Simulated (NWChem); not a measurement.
System: boric acid (H3BO3); SMILES OB(O)O

NWChem printed, in part:

```
             Northwest Computational Chemistry Package (NWChem) 7.3.0
             --------------------------------------------------------

 CS  symmetry detected

                             Geometry "geometry" -> ""
                             -------------------------

 Output coordinates in angstroms (scale by  1.889725989 to convert to a.u.)

  No.       Tag          Charge          X              Y              Z
 ---- ---------------- ---------- -------------- -------------- --------------
    1 O                    8.0000    -1.07243172     0.87239530     0.00000000
    2 B                    5.0000    -0.03423442    -0.00382821     0.00000000
    3 O                    8.0000     1.24437496     0.49998061     0.00000000
    4 O                    8.0000    -0.34948681    -1.33231166     0.00000000
    5 H                    1.0000    -0.75663705     1.78035501     0.00000000
    6 H                    1.0000     1.94545159    -0.15506578     0.00000000
    7 H                    1.0000     0.40270614    -1.92666211     0.00000000

 Effective nuclear repulsion energy (a.u.)     116.3487909799

      Symmetry information
      --------------------

 Group name             Cs
 Group number              2
 Group order               2
 No. of unique centers     7

  pbe96 is a nonlocal functional; adding pw91lda local functional.

                                 NWChem DFT Module
                                 -----------------

 Summary of "ao basis" -> "ao basis" (spherical)
 ------------------------------------------------------------------------------
       Tag                 Description            Shells   Functions and Types
 ---------------- ------------------------------  ------  ---------------------
 O                         def2-svpd                 9       23   4s3p2d
 B                         def2-svpd                 8       20   4s2p2d
 H                         def2-svpd                 4        8   2s2p

      Symmetry analysis of basis
      --------------------------

        a'         80
        a"         33

            General Information
            -------------------
          SCF calculation type: DFT
          Wavefunction type:  closed shell.
          No. of atoms     :     7
          No. of electrons :    32
           Alpha electrons :    16
            Beta electrons :    16
          Charge           :     0
          Spin multiplicity:     1
          Use of symmetry is: on ; symmetry adaption is: on
          Maximum number of iterations: 200
          AO basis - number of functions:   113
                     number of shells:    47
          Convergence on energy requested:  1.00D-06
          Convergence on density requested:  1.00D-05
          Convergence on gradient requested:  5.00D-04

              XC Information
              --------------
          PerdewBurkeErnzerhof Exchange Functional  1.000
            Perdew 1991 LDA Correlation Functional  1.000 local
           PerdewBurkeErnz. Correlation Functional  1.000 non-local

             Grid Information
             ----------------
          Grid used for XC integration:  medium
          Radial quadrature: Mura-Knowles
          Angular quadrature: Lebedev.
          Tag              B.-S. Rad. Rad. Pts. Rad. Cut. Ang. Pts.
          ---              ---------- --------- --------- ---------
          O                   0.60       49          10.0       434
          B                   0.85       49           9.0       434
          H                   0.35       45          11.0       434
          Grid pruning is: on
          Number of quadrature shells:   331
          Spatial weights used:  Erf1

      Superposition of Atomic Density Guess
      -------------------------------------

 Sum of atomic energies:        -250.08483294

      Non-variational initial energy
      ------------------------------

 Total energy =    -251.666103
 1-e energy   =    -572.729260
 2-e energy   =     204.714366
 HOMO         =      -0.500620
 LUMO         =       0.007212

      Symmetry analysis of molecular orbitals - initial
      -------------------------------------------------

  Numbering of irreducible representations:

     1 a'          2 a"

  Orbital symmetries:

     1 a'          2 a'          3 a'          4 a'          5 a'
     6 a'          7 a'          8 a'          9 a'         10 a'
    11 a'         12 a"         13 a'         14 a'         15 a"
    16 a"         17 a'         18 a'         19 a'         20 a"
    21 a'         22 a'         23 a"         24 a'         25 a'
    26 a"

   convergence    iter        energy       DeltaE   RMS-Dens  Diis-err
 ---------------- ----- ----------------- --------- --------- ---------
 d= 0,ls=0.0,diis     1   -251.9198695855 -3.68D+02  1.92D-02  1.12D+00
 d= 0,ls=0.0,diis     2   -251.7642522983  1.56D-01  1.00D-02  2.97D+00
 d= 0,ls=0.0,diis     3   -252.0430114958 -2.79D-01  1.51D-03  4.48D-02
 d= 0,ls=0.0,diis     4   -252.0458309098 -2.82D-03  7.28D-04  1.44D-02
 d= 0,ls=0.0,diis     5   -252.0469357514 -1.10D-03  2.39D-04  2.39D-03
  Resetting Diis
 d= 0,ls=0.0,diis     6   -252.0471644046 -2.29D-04  3.54D-05  1.62D-05
 d= 0,ls=0.0,diis     7   -252.0471655882 -1.18D-06  3.56D-05  5.93D-06
 d= 0,ls=0.0,diis     8   -252.0471638197  1.77D-06  2.35D-05  2.48D-05
 d= 0,ls=0.0,diis     9   -252.0471661502 -2.33D-06  3.07D-06  1.59D-07
 d= 0,ls=0.0,diis    10   -252.0471661677 -1.76D-08  3.82D-07  2.67D-09

         Total DFT energy =     -252.047166167749
      One electron energy =     -576.520785111039
           Coulomb energy =      238.849615262576
    Exchange-Corr. energy =      -30.724787299174
 Nuclear repulsion energy =      116.348790979888

 Numeric. integr. density =       32.000007052326

                  Occupations of the irreducible representations
                  ----------------------------------------------

                     irrep           alpha         beta
                     --------     --------     --------
                     a'               13.0         13.0
                     a"                3.0          3.0

                       DFT Final Molecular Orbital Analysis
                       ------------------------------------

 Vector   14  Occ=2.000000D+00  E=-3.055234D-01  Symmetry=a'
              MO Center=  3.4D-01, -4.6D-01,  8.5D-16, r^2= 2.5D+00
   Bfn.  Coefficient  Atom+Function         Bfn.  Coefficient  Atom+Function
  ----- ------------  ---------------      ----- ------------  ---------------
    49      0.400952  3 O  py                71      0.402549  4 O  px
    52      0.237393  3 O  py                74      0.236933  4 O  px
    72      0.221257  4 O  py                69     -0.169053  4 O  s
    29      0.165054  2 B  py                48      0.151543  3 O  px
    46      0.146384  3 O  s                 28      0.116748  2 B  px

 Vector   15  Occ=2.000000D+00  E=-2.892297D-01  Symmetry=a"
              MO Center=  5.1D-01, -3.2D-01, -1.0D-15, r^2= 2.1D+00
   Bfn.  Coefficient  Atom+Function         Bfn.  Coefficient  Atom+Function
  ----- ------------  ---------------      ----- ------------  ---------------
    50      0.477051  3 O  pz                73     -0.428578  4 O  pz
    53      0.321797  3 O  pz                76     -0.285901  4 O  pz
     7     -0.077639  1 O  pz                56      0.059398  3 O  pz
    10     -0.050812  1 O  pz                79     -0.048692  4 O  pz
    37     -0.033919  2 B  d  1              35      0.030945  2 B  d -1

 Vector   16  Occ=2.000000D+00  E=-2.801505D-01  Symmetry=a"
              MO Center= -6.7D-01,  3.4D-01,  7.2D-16, r^2= 2.0D+00
   Bfn.  Coefficient  Atom+Function         Bfn.  Coefficient  Atom+Function
  ----- ------------  ---------------      ----- ------------  ---------------
     7      0.533895  1 O  pz                10      0.358272  1 O  pz
    73     -0.307231  4 O  pz                76     -0.208885  4 O  pz
    50     -0.190354  3 O  pz                53     -0.130144  3 O  pz
    13      0.087574  1 O  pz                79     -0.059911  4 O  pz
    35      0.034553  2 B  d -1              37      0.030126  2 B  d  1

 Vector   17  Occ=0.000000D+00  E=-4.337709D-02  Symmetry=a'
              MO Center=  1.1D+00, -8.0D-01, -5.3D-16, r^2= 6.8D+00
   Bfn.  Coefficient  Atom+Function         Bfn.  Coefficient  Atom+Function
  ----- ------------  ---------------      ----- ------------  ---------------
    27      2.315553  2 B  s                 26      1.702214  2 B  s
    70     -1.467084  4 O  s                 47     -1.437826  3 O  s
    54      0.539636  3 O  px                 4     -0.509315  1 O  s
    78     -0.509907  4 O  py                39      0.499575  2 B  d -2
    77      0.417573  4 O  px                41     -0.261252  2 B  d  0

[...]

                         DFT ENERGY GRADIENTS

    atom               coordinates                        gradient
                 x          y          z           x          y          z
   1 O      -2.026602   1.648588   0.000000    0.010770   0.000686   0.000000
   2 B      -0.064694  -0.007234   0.000000   -0.000065   0.000945   0.000000
   3 O       2.351528   0.944826   0.000000   -0.004302  -0.009817   0.000000
   4 O      -0.660434  -2.517704   0.000000    0.009672   0.005278   0.000000
   5 H      -1.429837   3.364383   0.000000   -0.001442  -0.009661   0.000000
   6 H       3.676370  -0.293032   0.000000   -0.008053   0.005305   0.000000
   7 H       0.761004  -3.640863   0.000000   -0.006581   0.007264   0.000000
```

Level: PBE/def2-SVPD. Geometry: optimised at PBE0/def2-SVP.

Question: Write an input that gives this output.

Answer: This is not unique; one that fits is the input that was run:
```
start job
memory heap 200 mb stack 900 mb global 1100 mb
geometry units angstroms noautoz
  O     -0.960121     0.999409     0.000000
  B     -0.037938     0.001812     0.000000
  O      1.293053     0.344052     0.000000
  O     -0.514656    -1.277638     0.000000
  H     -0.534738     1.861480     0.000000
  H      1.907973    -0.392472     0.000000
  H      0.158477    -1.960235     0.000000
end
basis spherical
  O library def2-svpd
  B library def2-svpd
  H library def2-svpd
end
dft
  xc xpbe96 cpbe96
  iterations 200
  convergence nolevelshifting
end
task dft gradient
```
